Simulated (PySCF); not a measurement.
Gas-phase reaction: 2 SiHBr₃ + 2 H₂SiO = 3 SiBr₂ + SiO₂ + 3 H₂

Method: PySCF energies (xtb for GFN2) plus ideal-gas RRHO corrections (1 bar). † marks an energy on the PBE0/def2-TZVP geometry and frequencies; other levels use their own. 6-31G* has spherical d functions here. All species are closed-shell singlets. B3LYP is the form with VWN-RPA correlation. Br: all electrons, no relativistic terms. H₂SiO: computed as isolated molecules; such fragments, hydroxides, amides, oligomers or adducts are transient or little studied in the gas.

PBE0/def2-QZVP† gives ΔH°(298 K) = 394 kJ.

Q: What do B3LYP/6-31G*, r2SCAN/def2-TZVP†, GFN2-xTB give?

A: B3LYP/6-31G*: 320 kJ; r2SCAN/def2-TZVP†: 396 kJ; GFN2-xTB: 567 kJ. For scale, ΔH°(298 K) is 394 kJ at this level, 374 kJ at ωB97M-V/def2-TZVP†, and runs from 260 to 567 kJ over the 20 levels computed.
